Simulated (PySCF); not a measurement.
Which determinant of BeSi lies lowest?

Unrestricted PBE0; basis Be aug-cc-pVDZ, Si aug-cc-pV(D+d)Z; no relativity; PySCF 2.14. Outer shells of the fragments: Be 2s2; Si 3s2 3p2.

Followed along the bond (rough minima from three points):

```json
{"2Ms+1": "3", "unpaired": "π ↑↑", "⟨S²⟩ at the start": "2.17", "R at minimum (Å)": "2.13", "Te (eV)": "0.00"}
{"2Ms+1": "1", "unpaired": "π ↑↓", "⟨S²⟩ at the start": "1.06", "R at minimum (Å)": "2.12", "Te (eV)": "0.24"}
{"2Ms+1": "3", "unpaired": "σ ↑, π ↑", "⟨S²⟩ at the start": "2.01", "R at minimum (Å)": "2.29", "Te (eV)": "0.56"}
{"2Ms+1": "1", "unpaired": "σ ↓, π ↑", "⟨S²⟩ at the start": "1.01", "R at minimum (Å)": "2.29", "Te (eV)": "0.63"}
{"2Ms+1": "1", "unpaired": "none", "⟨S²⟩ at the start": "0.00", "R at minimum (Å)": "2.12", "Te (eV)": "1.01"}
```

Solutions found at the starting distance of 2.075 Å, counted from the lowest of them; the search is not exhaustive and high or unbound solutions are not listed, so other states can lie among these:

```tsv
2Ms+1	unpaired	term	E (eV)	⟨S²⟩	⟨Lz²⟩	μ (D)
3	π ↑↑	³Σ⁻	0.00	2.17	0.00	-1.84
1	π ↑↓	mixed	0.24	1.06	2.02	-2.15
3	σ ↑, π ↑	³Π	0.72	2.01	1.01	0.40
1	σ ↓, π ↑	mixed	0.79	1.01	1.01	0.37
1	none	mixed	1.01	0.00	2.00	-2.21
3	σ ↑↑, π ↑↓	mixed	1.49	3.02	2.02	0.80
```

A term symbol is given only where ⟨S²⟩ and ⟨Lz²⟩ are close to those of a pure state; real π, δ and φ orbitals otherwise mix terms. A positive dipole means Be(−)Si(+).
